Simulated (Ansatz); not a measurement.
Input for Ansatz (a quantum-chemistry and plane-wave program): U-CCSD(T)/def2-SVP on F (SMILES [F]).

Ansatz 0.2 input:
```yaml
crystal:
  periodic: [false, false, false]
  atoms:
    - {symbol: F, position_ang: [0.00000000, 0.00000000, 0.00000000]}
basis:
  gaussian:
    orbitals: def2-SVP
magnetization: {spin_polarized: true, initial_magnetization: 1}
correlation: {method: ccsd_t, electrons: outside_noble_gas}
scf: {omitted_lower_state_checks: [cluster_reference]}
```

Question: What total energy does the run end on?

Answer: -99.4347 hartree (reference determinant -99.2841, T1 diagnostic 0.003).
